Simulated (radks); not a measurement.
The rhodium ion Rh2+, 43 electrons, occupied as [Kr] 4d7 (the NIST ground configuration).

All-electron calculation, Dirac Kohn-Sham, PBE, spin-unpolarised, spherical densities, finite nucleus; open shells are shared between the two j in proportion to 2j + 1; Fermi nuclear charge, rms radius 4.4945 fm. Program: a radial shooting solver on a logarithmic mesh with Libxc functionals.

Energy parts (eV):
part                       energy
total                 -130177.907
kinetic                135712.299
electron-nucleus      -314261.617
Hartree                 52132.170
exchange-correlation    -3760.759

Orbitals (lengths in bohr, moments of r in powers of bohr; r(max) is where P^2 peaks):
| orbital | occ. | eigenvalue (eV) | r(max) | <r^4> |
|---|---|---|---|---|
| 1s1/2 | 2 | -23046.60 | 0.02117 | 5.367e-06 |
| 2s1/2 | 2 | -3358.547 | 0.1199 | 0.0009678 |
| 2p1/2 | 2 | -3111.171 | 0.09294 | 0.0006351 |
| 2p3/2 | 4 | -2966.554 | 0.09702 | 0.0007234 |
| 3s1/2 | 2 | -617.5711 | 0.3516 | 0.04693 |
| 3p1/2 | 2 | -520.7454 | 0.3383 | 0.04725 |
| 3p3/2 | 4 | -495.8652 | 0.3479 | 0.05250 |
| 3d3/2 | 4 | -324.4616 | 0.2898 | 0.04998 |
| 3d5/2 | 6 | -319.5548 | 0.2926 | 0.05169 |
| 4s1/2 | 2 | -103.3998 | 0.8813 | 1.766 |
| 4p1/2 | 2 | -73.9201 | 0.9269 | 2.552 |
| 4p3/2 | 4 | -69.9825 | 0.9514 | 2.860 |
| 4d3/2 | 2.8 | -26.0067 | 1.123 | 11.51 |
| 4d5/2 | 4.2 | -25.5612 | 1.134 | 12.04 |
| 5s1/2 | 0 | -19.6701 | 2.352 | 95.98 |
| 5p1/2 | 0 | -14.0429 | 2.779 | 193.7 |
| 5p3/2 | 0 | -13.6621 | 2.853 | 211.4 |

The highest occupied level is 4d5/2 at -25.561 eV. For comparison, the ionisation energy in NIST's Atomic Spectra Database is 31.060 eV (semi-empirical). In exact Kohn-Sham theory the highest level is minus the ionisation energy, but local and semilocal functionals leave it too shallow, through self-interaction and a potential that decays too fast; potentials with the right tail come closer. The electron density at the nucleus is 1.21e+05 e/bohr^3.

Run on one thread of a shared host, so times are rough (Arm Neoverse V2): 0.12 s of CPU time, 0.12 s wall, 14 iterations on 2254 mesh points.

Beside tabulated values, note that spin-unpolarised runs miss the spin-polarisation part of the exchange energy of open shells.
